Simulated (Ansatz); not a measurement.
Ansatz (a quantum-chemistry and plane-wave program) input:

Ansatz 0.2 input:
```yaml
crystal:
  periodic: [false, false, false]
  atoms:
    - {symbol: Ba, position_ang: [-0.00000000, -0.00000000, -0.31928863]}
    - {symbol: O, position_ang: [0.00000000, 0.00000000, 1.88015449]}
    - {symbol: H, position_ang: [0.00000000, 0.00000000, 2.83892715]}
basis:
  gaussian:
    orbitals: def2-TZVP
hamiltonian:
  xc: {name: wB97X-V}
magnetization: {spin_polarized: true, initial_magnetization: 1}
relax: {f_tol: 0.003, max_steps: 100}
```

Question: Predict the final energy.

Answer: -101.33730 Eh (wB97X-V/def2-TZVP). The basis has 77 functions.

It need not be the lowest isomer of its formula.
